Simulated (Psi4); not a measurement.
formaldehyde (CH₂O), singlet, at a GFN2-xTB geometry; CCSD(T)/aug-cc-pVDZ (Psi4).

Psi4 was given this input:
```
memory 2 GB

molecule {
0 1
  O    -0.03219574    0.01611315    0.66978750
  C     0.02502329   -0.01252352   -0.52057460
  H     0.02949294    0.89965871   -1.14088032
  H     0.07793327   -0.95342279   -1.09397208
}

set basis aug-cc-pvdz
set freeze_core true
set mp2_type conv
set scf_type pk
set puream true
set d_convergence 1e-8

energy('ccsd(t)')
print_variables()
```

The log (banner, timings and long lists left out):

```
   => Loading Basis Set <=

    Name: AUG-CC-PVDZ
    Role: ORBITAL
    Keyword: BASIS

         ---------------------------------------------------------
                                   SCF
               by Justin Turney, Rob Parrish, Andy Simmonett
                          and Daniel G. A. Smith
                              RHF Reference
         ---------------------------------------------------------

  ==> Geometry <==

    Molecular point group: cs
    Full point group: Cs

    Geometry (in Angstrom), charge = 0, multiplicity = 1:

       Center              X                  Y                   Z               Mass
    ------------   -----------------  -----------------  -----------------  -----------------
         O           -0.596702910432     0.014343739900     0.000000000000    15.994914619570
         C            0.595033358583    -0.014303607152     0.000000000000    12.000000000000
         H            1.214854765558     0.898218725845     0.000000000000     1.007825032230
         H            1.170293177537    -0.955553687119     0.000000000000     1.007825032230

  Running in cs symmetry.

  Rotational constants: A =      9.72921  B =      1.31516  C =      1.15855 [cm^-1]
  Rotational constants: A = 291674.42028  B =  39427.40926  C =  34732.41677 [MHz]
  Nuclear repulsion =   31.550077889324410

  Charge       = 0
  Multiplicity = 1
  Electrons    = 16
  Nalpha       = 8
  Nbeta        = 8

  ==> Algorithm <==

  SCF Algorithm Type is PK.
  DIIS enabled.
  MOM disabled.
  Fractional occupation disabled.
  Guess Type is SAD.
  Energy threshold   = 1.00e-08
  Density threshold  = 1.00e-08
  Integral threshold = 1.00e-12

  ==> Primary Basis <==

  Basis Set: AUG-CC-PVDZ
    Blend: AUG-CC-PVDZ
    Number of shells: 28
    Number of basis functions: 64
    Number of Cartesian functions: 68
    Spherical Harmonics?: true
    Max angular momentum: 2

  ==> Integral Setup <==

  Using in-core PK algorithm.
   Calculation information:
      Number of atoms:                   4
      Number of AO shells:              28
      Number of primitives:             64
      Number of atomic orbitals:        68
      Number of basis functions:        64

      Integral cutoff                 1.00e-12
      Number of threads:                 1

  Performing in-core PK
  Using 4328480 doubles for integral storage.
  We computed 82621 shell quartets total.
  Whereas there are 82621 unique shell quartets.

  ==> DiskJK: Disk-Based J/K Matrices <==

    J tasked:                  Yes
    K tasked:                  Yes
    wK tasked:                  No
    Schwarz Cutoff:          1E-12

  Minimum eigenvalue in the overlap matrix is 7.6214940039E-04.
  Reciprocal condition number of the overlap matrix is 1.0965804191E-04.
    Using symmetric orthogonalization.

  ==> Pre-Iterations <==

  SCF Guess: Superposition of Atomic Densities via on-the-fly atomic UHF (no occupation information).

   -------------------------
    Irrep   Nso     Nmo
   -------------------------
     A'        46      46
     A"        18      18
   -------------------------
    Total      64      64
   -------------------------

  ==> Iterations <==

                        Total Energy        Delta E     RMS |[F,P]|

   @RHF iter SAD:  -113.12240740803483   -1.13122e+02   0.00000e+00
   @RHF iter   1:  -113.82372247239331   -7.01315e-01   7.53198e-03 ADIIS/DIIS
   @RHF iter   2:  -113.85301821730050   -2.92957e-02   6.06529e-03 ADIIS/DIIS
   @RHF iter   3:  -113.88516869821461   -3.21505e-02   5.24372e-04 ADIIS/DIIS
   @RHF iter   4:  -113.88571164152833   -5.42943e-04   1.24226e-04 ADIIS/DIIS
   @RHF iter   5:  -113.88574558338782   -3.39419e-05   4.76117e-05 DIIS
   @RHF iter   6:  -113.88575441676056   -8.83337e-06   2.17633e-05 DIIS
   @RHF iter   7:  -113.88575606875087   -1.65199e-06   4.50418e-06 DIIS
   @RHF iter   8:  -113.88575612858135   -5.98305e-08   3.43325e-07 DIIS
[...]
  @RHF Final Energy:  -113.88575612889821
    Total Energy =                       -113.8857561288982083
[...]
     4        -0.345918446891455    2.764e-03    0.015857    0.042080    0.042080    0.178630
     5        -0.345973432501538    1.160e-03    0.016041    0.042915    0.042915    0.179514
     6        -0.345998231739273    3.594e-04    0.016094    0.043225    0.043225    0.179711
     7        -0.345990050531448    1.286e-04    0.016097    0.043309    0.043309    0.179717
     8        -0.345988735802247    3.922e-05    0.016097    0.043330    0.043330    0.179716
     9        -0.345989869110605    1.559e-05    0.016099    0.043341    0.043341    0.179718
    10        -0.345989028819213    5.454e-06    0.016099    0.043343    0.043343    0.179716
    11        -0.345989093205139    1.629e-06    0.016098    0.043343    0.043343    0.179717
    12        -0.345989010611609    6.619e-07    0.016098    0.043343    0.043343    0.179716
    13        -0.345988994726589    2.440e-07    0.016098    0.043343    0.043343    0.179716
    14        -0.345988998155151    8.150e-08    0.016098    0.043343    0.043343    0.179716

    Iterations converged.

    Largest TIA Amplitudes:
              5  40        -0.0313396682
              5  39        -0.0195124565
              4   7        -0.0187857614
              5  50         0.0143540345
              2  16        -0.0111783348
              2   7        -0.0093130027
              5  46        -0.0092639982
              4  16        -0.0090310837
              5  45         0.0086179641
              4   9        -0.0083028686

    Largest TIjAb Amplitudes:
      5   5  40  40        -0.0624082713
      5   5  39  40        -0.0468031139
      5   5  40  39        -0.0468031139
      5   5  39  39        -0.0387355408
      5   5  40  41        -0.0266261530
      5   5  41  40        -0.0266261530
      5   5  40  43        -0.0261350826
      5   5  43  40        -0.0261350826
      5   5  39  41        -0.0243806099
      5   5  41  39        -0.0243806099

    SCF energy       (wfn)                    = -113.885756128898208
    Reference energy (file100)                = -113.885756128898308

    Opposite-spin MP2 correlation energy      =   -0.248815879743272
    Same-spin MP2 correlation energy          =   -0.082607579014533
    Singles MP2 correlation energy            =   -0.000000000000000
    MP2 correlation energy                    =   -0.331423458757805
      * MP2 total energy                      = -114.217179587656119

    Opposite-spin CCSD correlation energy     =   -0.273883845649593
    Same-spin CCSD correlation energy         =   -0.072105152505559
    Singles CCSD correlation energy           =    0.000000000000000
    CCSD correlation energy                   =   -0.345988998155151
      * CCSD total energy                     = -114.231745127053458

            **************************
            *                        *
            *        CCTRIPLES       *
            *                        *
            **************************

    Wave function   =    CCSD_T
    Reference wfn   =      RHF

    Nuclear Rep. energy (wfn)                =   31.550077889324410
    SCF energy          (wfn)                = -113.885756128898208
    Reference energy    (file100)            = -113.885756128898308
    CCSD energy         (file100)            =   -0.345988998155151
    Total CCSD energy   (file100)            = -114.231745127053458

    Number of ijk index combinations:               56
    Approx. words needed per explicit thread:          237276
    Number of threads for explicit ijk threading:    1

    MKL num_threads set to 1 for explicit threading.

    (T) energy                                =   -0.011739293985657
      * CCSD(T) total energy                  = -114.243484421039113

  Variable Map:
  ----------------------------------------------------------------------------
[...]
  Array Variable Map:
  ----------------------------------------------------------------------------
[...]
[...]
```
